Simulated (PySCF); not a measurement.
# Orbital energies and ionisation energy

Compound: 2,4-pentanedione, C5H8O2.
Geometry (PBE0-D3(BJ)/def2-SVP, Å), atoms numbered from 1 in this order:
```xyz
15
C5H8O2 angstrom
C     -2.2465    0.1038    0.1729
C     -1.0424   -0.6085   -0.3731
O     -0.9536   -1.8095   -0.4460
C      0.1275    0.2863   -0.7725
C      0.9771    0.4778    0.4802
C      2.0510   -0.5491    0.6996
O      0.7373    1.3696    1.2569
H     -2.7391    0.6668   -0.6364
H     -1.9286    0.8418    0.9263
H     -2.9525   -0.6171    0.6029
H     -0.2220    1.2735   -1.1029
H      0.6928   -0.2213   -1.5652
H      2.8403   -0.4253   -0.0593
H      2.4830   -0.4404    1.7020
H      1.6308   -1.5577    0.5599
```

Level: wB97X-D/def2-SVPD (PySCF). Frontier orbitals with their largest atomic shares (Löwdin; up to four atoms above 4 %):

```tsv
orbital	ε (eV)	main atoms
HOMO−3	-12.59	O7 24 %, O3 23 %, C5 10 %, C2 10 %
HOMO−2	-12.39	O3 22 %, O7 22 %, C1 10 %, C6 9 %
HOMO−1	-9.79	O7 33 %, O3 32 %, C4 8 %, C5 6 %
HOMO	-9.42	?
LUMO	0.42	C5 20 %, C2 19 %, O7 18 %, O3 18 %
LUMO+1	1.78	C2 24 %, C5 24 %, O3 15 %, O7 15 %
LUMO+2	2.17	C6 14 %, C1 13 %, C4 11 %, C2 9 %
```

Question: What vertical ionisation energy does ΔSCF give, and how far is −ε(HOMO) from it?

Answer: ΔSCF: 9.70 eV (935 kJ/mol; threshold wavelength 128 nm); ⟨S²⟩ of the doublet left behind is 0.772, against 0.75 for a pure doublet. −ε(HOMO) is 9.42 eV, 0.28 eV below it. In exact Kohn–Sham theory the two would be equal; wB97X-D (range-separated hybrid) comes within 0.28 eV of that here. Holes in the HOMO−1 and HOMO−2 were tried too where these lie within 1.2 eV of the HOMO; the lowest converged state counts.

Question: On which atoms does the HOMO lie?

Answer: O3 (ketone oxygen) 31 %, O7 (ketone oxygen) 30 %, C4 (sp3 carbon next to a carbonyl) 13 %, C2 (ketone carbonyl carbon) 7 %, so no atom holds as much as 40 %. The HOMO−1 lies 0.37 eV lower.

Question: What kinetic energy would electrons from this vertical process carry with He II light (40.814 eV)?

Answer: 40.81 − 9.70 = 31.11 eV.

Question: Shift the occupied levels rigidly so that −ε(HOMO) equals the ΔSCF value. What binding energies result?

Answer: The shift is +0.28 eV: HOMO 9.70, HOMO−1 10.07, HOMO−2 12.67, HOMO−3 12.87 eV. A rigid shift is only a rough guide to the deeper ionisations.

Question: How many of the 10 lowest singlet excitations (vertical TDDFT, same level) lie below the ionisation energy?

Answer: All 10; they run from 4.30 to 8.61 eV.

The structure is a single PBE0-D3(BJ)/def2-SVP conformer in the gas phase; no vibrational or solvent corrections.
